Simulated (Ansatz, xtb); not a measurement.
**C6H6BN: which of two isomers lies lower**

Structure I is `CC1=CB(C#N)C=C1`, a singlet and structure II is `CC1=CC=CB1C#N`, a singlet. Both are isolated molecules in the gas phase, relaxed with PBE0-D3(BJ)/def2-SVP.

Quicker runs give these differences E(II) − E(I): GFN2-xTB +2.3 kcal/mol; HF/STO-3G +2.3 kcal/mol (at GFN2-xTB geometries); r2SCAN-D4/def2-SVP +3.4 kcal/mol (at GFN2-xTB geometries).

Problem. Estimate E(II) − E(I) at the level CCSD(T)/def2-SVP + ΔMP2/def2-TZVPP.

Solution. Calculated at CCSD(T)/def2-SVP + ΔMP2/def2-TZVPP: E(II) − E(I) = +2.9 kcal/mol, so structure I lies lower.

The same difference at several levels:

```tsv
level	geometry	E(II) − E(I) (kcal/mol)	departure from the last row (kcal/mol)	job, with rough time for the two
GFN2-xTB	GFN2-xTB	+2.3	−0.6	optimisation, 0.99 s
HF/STO-3G	GFN2-xTB	+2.3	−0.6	single point, 4.7 s
r2SCAN-D4/def2-SVP	GFN2-xTB	+3.4	+0.5	single point, 19 s
PBE0-D3(BJ)/def2-SVP	PBE0-D3(BJ)/def2-SVP	+2.9	0.0	optimisation, 3.5 min
HF/def2-SVP	PBE0-D3(BJ)/def2-SVP	+3.1	+0.2	part of the CCSD(T) run
MP2/def2-SVP	PBE0-D3(BJ)/def2-SVP	+3.0	+0.1	part of the CCSD(T) run
CCSD(T)/def2-SVP	PBE0-D3(BJ)/def2-SVP	+2.8	−0.1	single point
CCSD(T)/def2-SVP + ΔMP2/def2-TZVPP	PBE0-D3(BJ)/def2-SVP	+2.9		single point, 4.1 min
```

As drawn, both hold the same kinds of bond in the same numbers.

None of the levels shown reverses the order. The largest departure from CCSD(T)/def2-SVP + ΔMP2/def2-TZVPP is that of GFN2-xTB, 0.6 kcal/mol. The last row adds to CCSD(T) the change of the MP2 difference between the two basis sets, here +0.1 kcal/mol.

With thermal terms from frequencies at re-optimised GFN2-xTB minima (ideal gas, soft modes damped towards free rotors, one conformer each, 298.15 K, 1 atm): on the last row, ΔE + ΔZPE = +2.8, ΔH = +2.8, ΔG = +2.7 kcal/mol.

The correlated steps freeze 8 core orbitals. Run with Ansatz 0.2.0, xtb 6.7.1; the last row on 2 threads of Intel(R) Xeon(R) Processor @ 2.50GHz (Skylake/Cascade Lake) on a shared host.
